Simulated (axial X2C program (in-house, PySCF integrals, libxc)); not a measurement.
## Density and ELF of SnCl

Computed with an in-house all-electron X2C program for linear molecules (integrals from PySCF). Two-component (2c) means X2C with spin–orbit coupling and atomic mean-field two-electron Coulomb and Gaunt terms. Basis: Sn dyall-cv3z [11s12p9d4f1g], Cl dyall-av3z [9s8p3d2f] (cores contracted in-house); Gaussian nuclei, density fitting, unrestricted open shells. Masses: Sn 119.902 u, Cl 34.969 u.

PBE0, two-component, state Ω = 1/2 (⟨Sz⟩ = -0.50, ⟨Lz⟩ = 1.00 at PBE0); Sn at z = 0, Cl at z = 2.385 Å.

The maps cover the half plane through the axis: z from -2.4 to 4.5 Å along the bond, ρ from 0.15 to 2.25 Å away from it (steps of 0.3 Å, the bottom row nearest the axis).

log10 of the density in e/bohr³:

digits 0 to 9 span -4.59 to 1.82 evenly
```
011122222222222222111000
112223333332222222221110
112233333333333333332210
122334444444344444433211
123344455544444555443321
223345566654455565544321
223445677765556666554322
223445689865556797654332
```

Electron localisation function (collinear form, no current term, damped to 0 at low density):

digits 0 to 9 span 0.00 to 1.00 evenly
```
000134555320000000000000
001356776531001122110000
002567777631012444421000
014677765432125677653100
024676432222257888864200
025664233321368888876310
035653377731377203886410
136643637361485472687420
```

Axial spin density in 10⁻³ e/bohr³:

digits 0 to 9 span -2.68 to 2.68 evenly, values beyond are clipped
```
444443333334444555555555
444432110123444555444455
444321000002345554444455
444310000000345544444445
444310000000245433444455
444420000000255400344555
555553370711357400355555
555677580454468505765555
```

One determinant describes the state; a PBE0 search over occupations chose it and may have missed a lower one. Density functionals use the spin component along the axis (collinear). The functionals have no current-density term, which raises determinants with orbital currents, atoms included.
